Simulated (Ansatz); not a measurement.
Wavefunction ladder for BH₄NZn (`[BH2][Zn][NH2]`)

```xyz
7

B     0.046    0.863    1.715
Zn    0.003   -0.053   -0.102
N    -0.016   -0.877   -1.717
H     0.426    1.991    1.859
H    -0.311    0.314    2.720
H     0.226   -0.437   -2.590
H    -0.375   -1.802   -1.885
```

Charge 0, multiplicity 1. For Zn the d shell is correlated and the shells below it are frozen. Scalar relativity is left out up to krypton. The geometry is a stationary point of PBE0-D4/def2-TZVP. It is one conformer, not always the lowest. Frozen core, restricted reference, Ansatz 0.2.0.

| basis | HF (Eh) | MP2 corr. | CCSD corr. | (T) | CCSD(T) total |
| --- | --- | --- | --- | --- | --- |
| def2-SVP | -1858.90839 | -0.56494 | ? | ? | ? |
| def2-TZVPP | -1859.25340 | ? | -0.81126 | -0.02733 | ? |
| def2-QZVPP | ? | -0.89407 | – | – | – |

Fill in the withheld values. (Best estimate.)

Computed: def2-SVP CCSD corr.: -0.57282; def2-SVP (T): -0.01542; def2-SVP CCSD(T) total: -1859.49663; def2-TZVPP MP2 corr.: -0.83568; def2-TZVPP CCSD(T) total: -1860.09199; def2-QZVPP HF (Eh): -1859.29952.
